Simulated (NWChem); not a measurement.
Species: CH4GeN2O; SMILES [NH2][GeH2][O]C#N

```xyz
9

N      0.4224    -2.8369     0.1715
C     -0.1193    -1.8724    -0.1932
O     -0.7099    -0.8209    -0.6029
Ge    -0.2918     0.8421     0.1390
N      1.4782     1.1427     0.1041
H     -1.0429     1.7611    -0.8166
H     -0.7790     0.7540     1.5849
H      1.9313     1.2326    -0.7999
H      2.0588     0.6095     0.7445
```
Atoms are numbered in this order, from 1.

Computed with NWChem. Pople sets run with spherical d functions. The geometry was optimised at PBE0/def2-SVP. GIAO values for the isolated, static molecule; σ is the absolute isotropic shielding, δ = σ(reference) − σ with the isolated reference molecule computed at the same levels (13C: tetramethylsilane, 1H: tetramethylsilane, 15N: ammonia, 17O: water).

```tsv
level	δ N1 (ppm)	δ C2 (ppm)	δ O3 (ppm)	σ Ge4 (ppm)	δ N5 (ppm)	δ H7 (ppm)	δ H8 (ppm)
B3LYP/6-311G**	…	…	…	…	…	…	1.41
BHandHLYP/pcSseg-1	185.1	120.7	66.0	1377.0	28.7	5.17	1.40
B3LYP/6-31G*	146.1	97.9	62.8	1507.2	29.1	5.73	1.10
PBE0/pcSseg-1	182.1	117.6	79.0	1322.7	34.3	5.39	1.47
LDA (Slater exchange, VWN5)/pcSseg-1	195.8	118.5	103.8	1203.7	51.3	5.92	1.74
```

Problem. Complete the blanks.

Solution. 
- B3LYP/6-311G**, δ N1 (ppm): 187.3
- B3LYP/6-311G**, δ C2 (ppm): 114.9
- B3LYP/6-311G**, δ O3 (ppm): 86.6
- B3LYP/6-311G**, σ Ge4 (ppm): 1299.1
- B3LYP/6-311G**, δ N5 (ppm): 40.7
- B3LYP/6-311G**, δ H7 (ppm): 5.63
